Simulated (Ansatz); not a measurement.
(Br2Ga-mu-SH)3 (Ga₃H₃S₃Br₆), relaxed as a singlet with RKS r2SCAN-D4/def2-SVP in Ansatz, starting from the GFN2-xTB geometry. Force threshold 0.03 eV/Å.

Start:

```xyz
15

Ga   -0.523    1.453    1.687
Br   -0.978    2.964    0.005
Br   -0.967    1.874    3.893
S     1.803    0.788    1.447
Ga    2.449   -0.356   -0.658
Br    2.828   -2.535   -0.041
Br    3.967    1.030   -1.666
S     0.485   -0.320   -2.128
Ga   -1.638   -1.215   -1.311
Br   -1.531   -3.495   -1.444
Br   -3.321    0.044   -2.240
S    -1.591   -0.695    1.126
H     1.659   -0.319    2.183
H     0.189    0.983   -2.013
H    -2.831   -0.201    1.158
```

| step | energy (eV) | largest force component (eV/Å) | SCF passes |
| --- | --- | --- | --- |
| 1 | -609897.5547 | 0.783 | 18 |
| 2 | -609897.7812 | 0.353 | 19 |
| 3 | -609897.8189 | 0.294 | 19 |
| 4 | -609897.8380 | 0.147 | 19 |
| 5 | -609897.8498 | 0.055 | 18 |
| 6 | -609897.8542 | 0.084 | 19 |
| 7 | -609897.8562 | 0.065 | 19 |
| 8 | -609897.8636 | 0.037 | 19 |
| 9 | -609897.8679 | 0.182 | 19 |
| 10 | -609897.8694 | 0.201 | 18 |
| 11 | -609897.8775 | 0.030 | 19 |
| 12 | -609897.8790 | 0.064 | 19 |
| 13 | -609897.8796 | 0.055 | 19 |
| 14 | -609897.8801 | 0.024 | 20 |

Force components are those of the run's own axes.

End:

```xyz
15

Ga   -0.513    1.287    1.512
Br   -1.109    2.829   -0.106
Br   -1.038    1.748    3.693
S     1.821    1.106    1.278
Ga    2.201   -0.341   -0.593
Br    2.020   -2.466    0.267
Br    4.140    0.368   -1.577
S     0.447   -0.017   -2.145
Ga   -1.459   -1.129   -1.295
Br   -1.293   -3.349   -1.805
Br   -3.322    0.034   -1.969
S    -1.323   -0.893    1.085
H     1.986    0.110    2.184
H     0.061    1.231   -1.747
H    -2.619   -0.516    1.219
```

By distances, no bond broke or formed. The bond that changes most is Ga1–S12, from 2.46 to 2.36 Å (atoms count from 1).

The force fell under the threshold at step 11, but the optimiser went on and released 0.003 eV more. No frequencies were taken in this run, so the end may be a saddle point.

Run time 96 s (2 threads of AMD EPYC 7R13 on a shared host and a share (18 GiB) of an NVIDIA H100 80GB HBM3), peak host memory 1.1 GiB.
